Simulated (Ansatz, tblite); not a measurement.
Cost and result up the ladder for GaH₂I (4 atoms). The state is a singlet with charge 0. Geometry: PBE-D4/def2-TZVP.

```csv
atom,x (Å),y (Å),z (Å)
Ga1,-0.081,0.196,-0.196
H2,-1.412,-0.119,-0.962
H3,0.870,1.432,-0.351
I4,0.622,-1.509,1.508
```

Ansatz on 4 threads of Arm Neoverse V2 on a shared host; xTB runs through tblite on one thread. Times are rough, summed over both states, and most runs start from the orbitals of an earlier one. CCSD(T)/def2-TZVPP serves as the yardstick here, not as an exact answer. The other state is a doublet.

In the def2 sets I takes a core potential; there is no spin–orbit coupling. The xTB rows come from tblite. Correlated methods freeze 13 core orbitals; core or outer-core shells of Ga, I are correlated, in sets that lack core-valence functions.

Correlated methods converge slowly with the basis.

Raw xTB energies of ions are shifted by several eV.

```
              level  functions  wall time  vertical IE (eV)  difference from CCSD(T)/def2-TZVPP (eV)
           GFN1-xTB         22    0.004 s             14.84                                     5.16
           GFN2-xTB         20    0.004 s             15.17                                     5.50
   PBE-D4/def2-TZVP        110      1.6 s              9.45                                    -0.22
r2SCAN-D4/def2-TZVP        110      3.4 s              9.57                                    -0.10
  PBE0-D4/def2-TZVP        110      3.6 s              9.63                                    -0.04
 CCSD(T)/def2-TZVPP        126       37 s              9.67                                     0.00
```
